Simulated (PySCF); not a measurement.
# A single-point calculation

[WO2F2]− (doublet). PySCF 2.14.0, UKS B3LYP, W def2-SVP with ECP60, O def2-SVP, F def2-SVP; non-relativistic Hamiltonian with scalar-relativistic core potentials where named; density fitting; no spin-orbit coupling. Purpose: all atoms moved at random, sigma 0.1 A.

```python
mol = gto.M(atom='''
W      0.11025    -0.03317     0.21435
O      0.91830     1.02365     1.12763
O     -0.93035    -1.09507     1.06077
F      0.84655    -0.85358    -1.25248
F     -0.94475     0.95817    -1.21167''',
    basis={'W': 'def2-SVP', 'O': 'def2-SVP', 'F': 'def2-SVP'},
    ecp={'W': 'def2-SVP'},
    charge=-1, spin=1)
mf = dft.UKS(mol, xc='B3LYP')
mf.grids.atom_grid = (50, 194)
mf = mf.density_fit()  # fitting sets: W def2-universal-JKFIT, O def2-universal-JKFIT, F def2-universal-JKFIT
mf.conv_tol = 1e-08; mf.max_cycle = 55
mf.kernel(dm0)  # dm0: converged density of the relaxed state
mf.nuc_grad_method().kernel()
```

Run from Python with OMP_NUM_THREADS=2; the lines above give its settings. Where DIIS fails, smearing, a level shift and second-order steps follow.
It took 3.2 s on 2 threads of Arm Neoverse V2, with other jobs on the host, from an already converged density.

Q: Where do the frontier levels lie, over both spins?

A: HOMO 0.44 eV, LUMO 3.23 eV. The highest filled level lies above zero, as often for anions with such functionals and bases; it isn't the detachment energy.

Q: What are the Mulliken charges and spins?

A: 
| atom | charge (e) | spin (e) |
| --- | --- | --- |
| W1 | 0.725 | 0.931 |
| O2 | -0.397 | -0.002 |
| O3 | -0.479 | -0.014 |
| F4 | -0.384 | 0.044 |
| F5 | -0.465 | 0.042 |

Q: What forces act on the atoms (eV/Å)?

A: 
```
W   -6.45 -2.60 -4.89
O    4.95  6.04  5.63
O   -1.14 -1.46  1.78
F    1.78 -1.49 -3.12
F    0.85 -0.49  0.60
```
Forces carry noise of the integration grid, about 0.01 to 0.03 eV/Å.

Q: How does its energy compare with the relaxed doublet of charge -1 in vacuum?

A: It lies 0.955 eV higher.

Open shells may have lower solutions than the one found.
